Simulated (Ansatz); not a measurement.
Reaction (ligand exchange at a P–O bond): `C[SiH2]OP` + `[OH][AlH2]` → `[AlH2][O]P` + `C[SiH2]O`

Isolated molecules relaxed with PBE0-D4/def2-TZVP in Ansatz; ΔE leaves out vibrations. CCSD(T)/CBS adds triple-zeta CCSD(T) − MP2 to the extrapolated MP2 energy (def2 sets, frozen cores). This one scheme is used for every species. Functionals use def2-TZVPP. One conformer a species, not always the lowest.

Q: Is it downhill or uphill in electronic energy at CCSD(T)/CBS, and by how much? (Best estimate.)

A: The calculation gave: Nearly level: ΔE = +0.5 kJ/mol.

Q: What do these levels give: PBE-D4, ωB97X-V, ωB97M-V, CCSD(T)/def2-TZVPP, HF/def2-QZVPP, MP2/def2-QZVPP? (Best estimate.)

A: Ansatz gave: PBE-D4 0.5, ωB97X-V -0.2, ωB97M-V -0.4, CCSD(T)/def2-TZVPP 0.3, HF/def2-QZVPP -7.7, MP2/def2-QZVPP 1.3 kJ/mol.

Largest T1 diagnostic among the species: 0.014.

In def2-TZVPP, CCSD(T) changes the Hartree–Fock value by +7.8 kJ/mol (the triples alone add +1.4 kJ/mol) and MP2 by +8.8 kJ/mol. The D4 term adds +3.4 kJ/mol with B3LYP and +2.1 kJ/mol with PBE0; it sums over pairs of atoms, weighted by their polarisabilities, and B3LYP, whose exchange is more repulsive, gets the larger term.

B3LYP here is the variant with VWN-RPA as its local correlation; programs differ in this.
